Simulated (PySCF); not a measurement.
# Calculated properties of `CCC1=CC=C(S(=O)(=O)[O-])S1`

C6H7O3S2 (charge -1).
Bonds: C1–C2, C2–C3, C3–C4 (aromatic), C4–C5 (aromatic), C5–C6 (aromatic), C6–S7, S7–O8 (double), S7–O9 (double), S7–O10, C6–S11 (aromatic), C3–S11 (aromatic). Hydrogens: H12, H13, H14 on C1; H15, H16 on C2; H17 on C4; H18 on C5.

Structural features include: aromatic ring with sulfur.

From PBE0-D3(BJ)/def2-SVP geometry optimisation, gas phase (PySCF):

```
Point group                  : C1
Rotational constants A, B, C : 2.189, 0.480, 0.441 GHz
```

wB97X-D/def2-SVPD ground state and vertical TDDFT (core frozen in the response) (PySCF):

```
HOMO energy                                                       : -4.73 eV
LUMO energy                                                       : 4.23 eV
HOMO–LUMO gap                                                     : 8.96 eV
Lowest singlet excitation                                         : 5.18 eV (239 nm, f = 0.213)
Strongest line among the 10 lowest singlet transitions            : S1 at 5.18 eV (239 nm, f = 0.213)
Lowest triplet excitation (Tamm–Dancoff)                          : 3.53 eV
Static isotropic polarisability                                   : 125.9 au
Electronic spatial extent ⟨r²⟩ about the centre of nuclear charge : 2589 bohr²
```

From B3LYP/pcSseg-2 ground state and GIAO shieldings, non-relativistic (PySCF):

```
13C chemical shifts (computed TMS as zero) by class         : 183.7 (C6), 154.2 (C3), 130.0 (C4), 128.5 (C5), 31.0 (C2), 23.3 (C1) ppm
1H chemical shifts (computed TMS as zero) by class          : 6.88 (H18), 6.38 (H17), 2.66 (H15/H16), 1.14 (H12/H13/H14) ppm
Isotropic shieldings of nuclei other than C and H, by class : 72 (O8/O9/O10), 140 (S7), 227 (S11) ppm
```

Monoisotopic mass of the ion (most abundant isotopes, electron mass counted): 190.9842 u.

The largest Löwdin shares of the HOMO are 0.34 on O10, 0.32 on O9 and 0.32 on O8. The principal polarisabilities are 93.8, 122.3 and 161.5 au; their mean is the isotropic value. The polarisability is 18.65 Å³ as a volume (1 au = 0.148185 Å³), or 1.26 au for each of the 100 electrons. S1 lies 3.78 eV below the HOMO–LUMO gap; its leading configuration is HOMO−1→LUMO, weight 0.69. With B = h/(8π²I), that is 505.379 GHz u Å² over I, the principal moments of inertia are 230.8, 1053.8 and 1146.6 u Å² (most abundant isotopes); the inertial defect Ic − Ia − Ib is -138.0 u Å² (zero for a rigid planar frame, negative otherwise). The 10 singlets span 5.18 to 6.70 eV, and their oscillator strengths add up to 0.30.

 NMR classes are plain means over equivalent atoms (diastereotopic ones count apart unless rotation or inversion swaps them), as if these changed places fast; in this geometry the members of some classes differ. No diffuse functions stand in pcSseg-2, which bears on an anion's orbital energies.

Shape of the structure used: `[CH3:1][CH2:2][c:3]1[cH:4][cH:5][c:6]([S:7](=[O:8])(=[O:9])[O-:10])[s:11]1`: C1–C2–C3–C4 -109°, C5–C6–S7–O8 58°.

One conformer stands for the species.
